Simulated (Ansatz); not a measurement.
# Nudged elastic band run: C$_{2}$H$_{3}$BOS

input.yaml

```yaml
crystal:
  periodic: [false, false, false]
  atoms:
    - { symbol: C, position_ang: [-0.163495, 1.542609, 1.372389] }
    - { symbol: C, position_ang: [0.541704, 0.667953, 0.906826] }
    - { symbol: S, position_ang: [1.49424, -0.558759, 0.235045] }
    - { symbol: B, position_ang: [0.282756, -1.204101, -0.992045] }
    - { symbol: O, position_ang: [-0.941318, -0.691785, -1.133128] }
    - { symbol: H, position_ang: [-0.763712, 2.323399, 1.802961] }
    - { symbol: H, position_ang: [0.662131, -2.12501, -1.668124] }
    - { symbol: H, position_ang: [-1.112307, 0.045685, -0.523924] }
basis:
  gaussian: { orbitals: def2-SVP }
hamiltonian:
  xc: pbe0
  dispersion: d4
neb:
  order_check: false
  images: 5
  f_tol: 0.03
  max_iterations: 60
  initial_path: linear
  final_atoms:
    - { symbol: C, position_ang: [0.03816488, 1.72291276, 1.64552672] }
    - { symbol: C, position_ang: [0.59035807, 0.81094765, 1.06629385] }
    - { symbol: S, position_ang: [1.4365767, -0.4455794, 0.31203112] }
    - { symbol: B, position_ang: [0.24203773, -1.08410039, -0.89930219] }
    - { symbol: O, position_ang: [-0.98271018, -0.54910846, -1.01958817] }
    - { symbol: H, position_ang: [-0.45667169, 2.52929686, 2.15419143] }
    - { symbol: H, position_ang: [0.65014114, -2.0080073, -1.56336865] }
    - { symbol: H, position_ang: [-1.51789764, -0.97637072, -1.69578412] }
```

Launched with:

```bash
$ ansatz run input.yaml --threads 1 --pin off --max-ram 2048MiB --backend cpu --events-out ev --progress --plain --runs-dir out
```

Output, in part (warnings, iteration lines, the closing report on the highest movable image, with atoms numbered from 0):

```
NEB end point (image 0): max|allowed force component| = 1.179e-2 eV/Å (the criterion of neb.relax_end_points is 1.000e-2)
NEB end point (image 6): max|allowed force component| = 4.941e-3 eV/Å (the criterion of neb.relax_end_points is 1.000e-2)
NEB iter   1: max|band force component| = 1.577e0 eV/Å  barrier→ = 0.7974 eV  barrier← = 0.6363 eV  Δτ_max = 0.1980 Å  (189 SCF iters)
NEB iter   2: max|band force component| = 8.893e-1 eV/Å  barrier→ = 0.6124 eV  barrier← = 0.4514 eV  Δτ_max = 0.0719 Å  (156 SCF iters)
NEB iter   3: max|band force component| = 2.016e-1 eV/Å  barrier→ = 0.5914 eV  barrier← = 0.4304 eV  CI = image 3  Δτ_max = 0.0760 Å  (156 SCF iters)
NEB iter   4: max|band force component| = 1.122e-1 eV/Å  barrier→ = 0.5971 eV  barrier← = 0.4361 eV  CI = image 3  Δτ_max = 0.0287 Å  (158 SCF iters)
NEB iter   5: max|band force component| = 6.257e-2 eV/Å  barrier→ = 0.5946 eV  barrier← = 0.4336 eV  CI = image 3  Δτ_max = 0.0428 Å  (151 SCF iters)
NEB iter   6: max|band force component| = 5.028e-2 eV/Å  barrier→ = 0.5931 eV  barrier← = 0.4321 eV  CI = image 3  Δτ_max = 0.0121 Å  (157 SCF iters)
NEB iter   7: max|band force component| = 3.165e-2 eV/Å  barrier→ = 0.5927 eV  barrier← = 0.4317 eV  CI = image 3  Δτ_max = 0.0151 Å  (155 SCF iters)
NEB iter   8: max|band force component| = 2.171e-2 eV/Å  barrier→ = 0.5924 eV  barrier← = 0.4314 eV  CI = image 3  Δτ_max = 0.0000 Å  (295 SCF iters)
Total energy: -15664.41508455 eV, -575.6566366354 hartree
Atom 0 at     0.281030     1.866736     1.279367 Å, force     0.010784     0.000831     0.007238 eV/Å
Atom 1 at     0.736457     0.849271     0.799327 Å, force    -0.011557     0.000924    -0.005548 eV/Å
Atom 2 at     1.434903    -0.559402     0.173559 Å, force     0.013669    -0.005752     0.002373 eV/Å
Atom 3 at     0.115624    -1.245951    -0.880982 Å, force     0.011310    -0.006770     0.001495 eV/Å
Atom 4 at    -1.051527    -0.609747    -1.101045 Å, force    -0.014560     0.009602    -0.009340 eV/Å
Atom 5 at    -0.115461     2.771956     1.700751 Å, force    -0.006123    -0.000471    -0.003272 eV/Å
Atom 6 at     0.432673    -2.295730    -1.397610 Å, force    -0.004546     0.004982     0.004218 eV/Å
Atom 7 at    -1.833699    -0.777142    -0.573367 Å, force     0.001024    -0.003344     0.002835 eV/Å
Dipole moment:    -0.427560    -0.052171     0.138491 e Å
```

The forces met the threshold. Another band between the same ends (5 images) ends at a top of the same energy, where a vibrational analysis finds 1 clearly imaginary mode.

Final band (atoms are numbered from 1 in the order of the input):

| image | path coordinate (Å) | energy (eV) | dihedral S3–B4–O5–H8 (°) |
| --- | --- | --- | --- |
| 0 | 0.00 | 0.00 | 0 |
| 1 | 0.49 | 0.04 | -3 |
| 2 | 0.99 | 0.26 | -33 |
| 3 | 1.48 | 0.59 | -94 |
| 4 | 1.83 | 0.43 | -132 |
| 5 | 2.17 | 0.21 | -165 |
| 6 | 2.52 | 0.16 | 180 |

Time of the run: 2.1 min on 1 thread of Arm Neoverse V2 (shared host), peak memory 0.18 GiB.
